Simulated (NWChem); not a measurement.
System: C$_{2}$H$_{5}$FOSi; SMILES F/C=C/O[SiH3]

```xyz
10

F      0.2748     2.8769    -0.0425
C     -0.4094     1.7344    -0.0889
C      0.1866     0.5691     0.1633
O     -0.5049    -0.5931     0.1575
Si     0.1518    -2.1198    -0.0721
H     -1.4681     1.8442    -0.3369
H      1.2563     0.5419     0.4113
H     -0.9270    -3.0790     0.2759
H      1.3345    -2.2926     0.8252
H      0.5829    -2.3055    -1.4896
```
Atoms are numbered in this order, from 1.

Results from NWChem. Structure relaxed at the PBE0/def2-SVP level.

### Question
Order these by “dipole (D)”, lowest first: CAM-B3LYP/def2-TZVP; BLYP/def2-TZVP; PBE0/def2-TZVP.

### Answer
BLYP/def2-TZVP (1.54), PBE0/def2-TZVP (1.64), CAM-B3LYP/def2-TZVP (1.70)
